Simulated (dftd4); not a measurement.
F$_{2}$Mg (SMILES [F][Mg][F]), singlet, geometry from GFN2-xTB (such geometries of metal compounds can be far from the true shape).

Here is a job for dftd4.
```
$ dftd4 mol.xyz --func revpbe --charge 0 --json dftd4.json --noedisp --property

# file mol.xyz
3

Mg     0.40305854    -0.05533096    -0.13647722
F     -0.45725792     1.18552207    -0.93154954
F     -0.08015346    -1.11174745     1.11351917
```

Question: What does this run give for the partial charges in atom order, dispersion energy?

Answer: 
```
Property                                             Result
-----------------------------  ----------------------------
partial charges in atom order  Mg1 1.03, F2 -0.52, F3 -0.52
dispersion energy                            -1.84 kcal/mol
```
